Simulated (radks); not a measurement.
The numbers below are computed, except where a source is named.
Question: The mean radii <r> (bohr) of the occupied orbitals of an atom or ion are listed with their occupations. Code: a radial shooting solver on a logarithmic mesh with Libxc functionals. Model: Dirac Kohn-Sham, LB94 model potential, spin-unpolarised, spherical densities, finite nucleus; Fermi nuclear charge, rms radius of each element as measured or else 0.836 A^(1/3) + 0.57 fm.

| orbital | occ. | <r> |
|---|---|---|
| 1s1/2 | 2 | 0.02229 |
| 2s1/2 | 2 | 0.09443 |
| 2p1/2 | 2 | 0.07887 |
| 2p3/2 | 4 | 0.08561 |
| 3s1/2 | 2 | 0.2484 |
| 3p1/2 | 2 | 0.2379 |
| 3p3/2 | 4 | 0.2506 |
| 3d3/2 | 4 | 0.2224 |
| 3d5/2 | 6 | 0.2264 |
| 4s1/2 | 2 | 0.5472 |
| 4p1/2 | 2 | 0.5542 |
| 4p3/2 | 4 | 0.5790 |
| 4d3/2 | 4 | 0.5928 |
| 4d5/2 | 5 | 0.6004 |

Name the element and its charge. Open shells, if any, fill j = l - 1/2 first.

Answer: Z = 63, europium, charge +18: Eu18+ in [Kr] 4d9. The 1s radius gives Z: for a bare nucleus <r> = (2 gamma + 1)/(2Z) with gamma = sqrt(1 - (Z/c)^2), 0.02203 bohr for Z = 63, and screening makes it slightly larger (0.02229 here). The occupations add up to 45, and the charge is Z minus that.
